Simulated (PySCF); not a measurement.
CHO2 (SMILES O=C=[OH+]), charge +1, singlet, at a GFN2-xTB geometry; BLYP/def2-SVP (PySCF).

The PySCF input:
```python
from pyscf import gto, scf, dft

mol = gto.Mole()
mol.atom = '''
    C    -0.00695796    0.00985104   -0.11037218
    O    -0.02341240   -0.02147629    1.07634088
    O     0.09771270   -0.03387449   -1.21876599
    H    -0.55265466    0.38369998    1.80163397
'''
mol.basis = 'def2-svp'
mol.charge = 1
mol.verbose = 4
mol.build()

mf = dft.RKS(mol)
mf.xc = 'blyp'
mf.kernel()
mf.analyze()
```

**Question.** What does PySCF print? Leave out banner, timings and long lists.

**Answer.** 
```
PySCF version 2.14.0

[INPUT] verbose = 4
[INPUT] num. atoms = 4
[INPUT] num. electrons = 22
[INPUT] charge = 1
[INPUT] spin (= nelec alpha-beta = 2S) = 0
[INPUT] symmetry False subgroup None
[INPUT] Mole.unit = angstrom
[INPUT] Symbol           X                Y                Z      unit          X                Y                Z       unit  Magmom
[INPUT]  1 C     -0.006957960000   0.009851040000  -0.110372180000 AA   -0.013148638786   0.018615767642  -0.208573191971 Bohr   0.0
[INPUT]  2 O     -0.023412400000  -0.021476290000   1.076340880000 AA   -0.044243023919  -0.040584306272   2.033989479873 Bohr   0.0
[INPUT]  3 O      0.097712700000  -0.033874490000  -1.218765990000 AA    0.184650241892  -0.064013508709  -2.303133931034 Bohr   0.0
[INPUT]  4 H     -0.552654660000   0.383699980000   1.801633970000 AA   -1.044365948865   0.725087876201   3.404594780013 Bohr   0.0

nuclear repulsion = 66.1524724940168
number of shells = 21
number of NR pGTOs = 79
number of NR cGTOs = 47
basis = def2-svp
ecp = {}

******** <class 'pyscf.dft.rks.RKS'> ********
method = RKS
initial guess = minao
damping factor = 0
level_shift factor = 0
DIIS = <class 'pyscf.scf.diis.CDIIS'>
diis_start_cycle = 1
diis_space = 8
diis_damp = 0
SCF conv_tol = 1e-09
SCF conv_tol_grad = None
SCF max_cycles = 50
direct_scf = True
direct_scf_tol = 1e-13
XC library pyscf.dft.libxc version 7.1.2
    S. Lehtola, C. Steigemann, M. J. T. Oliveira, and M. A. L. Marques,  SoftwareX 7, 1–5 (2018)
XC functionals = blyp
    A. D. Becke,  Phys. Rev. A 38, 3098 (1988)
    C. Lee, W. Yang, and R. G. Parr,  Phys. Rev. B 37, 785 (1988)
    B. Miehlich, A. Savin, H. Stoll, and H. Preuss,  Chem. Phys. Lett. 157, 200 (1989)
radial grids:
    Treutler-Ahlrichs [JCP 102, 346 (1995); DOI:10.1063/1.469408] (M4) radial grids

becke partition: Becke, JCP 88, 2547 (1988); DOI:10.1063/1.454033
pruning grids: <function nwchem_prune>
grids dens level: 3
symmetrized grids: False
atomic radii adjust function: <function treutler_atomic_radii_adjust>
small_rho_cutoff = 0
Set gradient conv threshold to 3.16228e-05
Initial guess from minao.
tot grids = 52096
init E= -189.614100476618
  HOMO = -0.425748723909321  LUMO = -0.0558112514064053  gap/eV = 10.06651
cycle= 1 E= -188.478270028357  delta_E= 1.14  |g|= 0.898  |ddm|= 2.46
  HOMO = -0.572195014446628  LUMO = -0.311165604759038  gap/eV = 7.10297
cycle= 2 E= -187.402899839193  delta_E= 1.08  |g|= 2.46  |ddm|= 2.01
  HOMO = -0.624047478761819  LUMO = -0.332766647183041  gap/eV = 7.92616
cycle= 3 E= -188.551769745486  delta_E= -1.15  |g|= 0.663  |ddm|= 1.69
  HOMO = -0.647342949794205  LUMO = -0.331895501974294  gap/eV = 8.58376
cycle= 4 E= -188.634035717695  delta_E= -0.0823  |g|= 0.106  |ddm|= 0.445
  HOMO = -0.650555604242209  LUMO = -0.339260069547981  gap/eV = 8.47078
cycle= 5 E= -188.636205294503  delta_E= -0.00217  |g|= 0.0155  |ddm|= 0.0748
  HOMO = -0.647686181528932  LUMO = -0.336276602151737  gap/eV = 8.47389
cycle= 6 E= -188.636256954962  delta_E= -5.17e-05  |g|= 0.00323  |ddm|= 0.0153
  HOMO = -0.648141968739075  LUMO = -0.336670174674996  gap/eV = 8.47558
cycle= 7 E= -188.636259320014  delta_E= -2.37e-06  |g|= 0.000484  |ddm|= 0.00295
  HOMO = -0.648085695121377  LUMO = -0.336609715719987  gap/eV = 8.47569
cycle= 8 E= -188.63625936682  delta_E= -4.68e-08  |g|= 8.19e-05  |ddm|= 0.000365
  HOMO = -0.648090353460316  LUMO = -0.336612392098981  gap/eV = 8.47575
cycle= 9 E= -188.636259368106  delta_E= -1.29e-09  |g|= 1.32e-05  |ddm|= 5.5e-05
  HOMO = -0.648090404527331  LUMO = -0.3366117722571  gap/eV = 8.47577
cycle= 10 E= -188.636259368136  delta_E= -3.02e-11  |g|= 3.89e-06  |ddm|= 9.15e-06
  HOMO = -0.648090560321386  LUMO = -0.336611973424686  gap/eV = 8.47576
Extra cycle  E= -188.636259368115  delta_E= 2.14e-11  |g|= 1.13e-05  |ddm|= 9.45e-06
converged SCF energy = -188.636259368115
**** SCF Summaries ****
Total Energy =                        -188.636259368114906
Nuclear Repulsion Energy =              66.152472494016834
One-electron Energy =                 -380.955306747772511
Two-electron Energy =                  126.166574885640770
Two-electron Coulomb Energy =          148.762304351198878
DFT Exchange-Correlation Energy =      -22.595729465558108
HOMO-LUMO gap [eV] =                     8.475764065010212
**** MO energy ****
MO #1   energy= -19.2234794416105  occ= 2
MO #2   energy= -19.1785640328362  occ= 2
MO #3   energy= -10.4337787923804  occ= 2
MO #4   energy= -1.39481841837368  occ= 2
MO #5   energy= -1.35145134883543  occ= 2
MO #6   energy= -0.985335757682443 occ= 2
MO #7   energy= -0.782637064750183 occ= 2
MO #8   energy= -0.778705534996783 occ= 2
MO #9   energy= -0.749315198978769 occ= 2
MO #10  energy= -0.662749433007999 occ= 2
MO #11  energy= -0.648090560321386 occ= 2
MO #12  energy= -0.336611973424686 occ= 0
MO #13  energy= -0.305166671020328 occ= 0
MO #14  energy= -0.290184209767193 occ= 0
MO #15  energy= -0.177286333153148 occ= 0
MO #16  energy= 0.0539830999032858 occ= 0
MO #17  energy= 0.101953435772132  occ= 0
MO #18  energy= 0.119088162357107  occ= 0
MO #19  energy= 0.130459391035116  occ= 0
 ** Mulliken pop on meta-lowdin orthogonal AOs  **
 ** Mulliken pop  **
 ** Mulliken atomic charges  **
charge of    0C =      0.73027
charge of    1O =     -0.16802
charge of    2O =     -0.02583
charge of    3H =      0.46358

WARN: System has nonzero charge 1; the dipole moment is origin-dependent.
Location of origin: [0. 0. 0.]

Dipole moment(X, Y, Z, Debye): -1.37858,  0.99927,  3.37718
```
